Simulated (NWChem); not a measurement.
System: propylene glycol (C3H8O2); SMILES C(C(C)O)O

The following NWChem deck was run.

```
start job
memory heap 200 mb stack 900 mb global 1100 mb
geometry units angstroms noautosym nocenter noautoz
  C     -0.659484     1.738212    -0.019811
  C      0.005826     0.429404     0.351410
  O      1.366378     0.388553    -0.049399
  C     -0.698530    -0.798284    -0.212025
  O      0.007934    -1.957877     0.101197
  H     -0.092334     2.587291     0.388003
  H     -0.714671     1.856216    -1.115844
  H     -1.687053     1.788519     0.371178
  H      0.036982     0.323330     1.449076
  H      1.403677     0.632015    -0.982911
  H     -1.716724    -0.883521     0.202883
  H     -0.812156    -0.663407    -1.312920
  H      0.940352    -1.711293     0.016208
end
basis spherical
  C library sto-3g
  O library sto-3g
  H library sto-3g
end
dft
  xc hfexch
  iterations 150
end
property
  shielding
end
task dft property
```

STO-3G and 3-21G are far too small for this property and stand as cheap habits. Coordinates come from a PBE0/def2-SVP optimisation. Not confirmed as a minimum by frequencies.

GIAO values for the isolated, static molecule; σ is the absolute isotropic shielding, δ = σ(reference) − σ with the isolated reference molecule computed at the same levels (13C: tetramethylsilane, 1H: tetramethylsilane).

Atoms are numbered as in the input.

Task: Predict the main results of this run. (Hartree-Fock/STO-3G, GIAO.) Quantities: δ C1 (ppm); δ C4 (ppm); δ H6 (rotor mean) (ppm); δ H9 (ppm); δ H10 (ppm); δ H11 (ppm); δ H13 (ppm).

Result: 
| Property | Value |
|---|---|
| δ C1 (ppm) | 21.6 |
| δ C4 (ppm) | 50.7 |
| δ H6 (rotor mean) (ppm) | 0.77 |
| δ H9 (ppm) | 2.02 |
| δ H10 (ppm) | -2.63 |
| δ H11 (ppm) | 1.88 |
| δ H13 (ppm) | -0.68 |
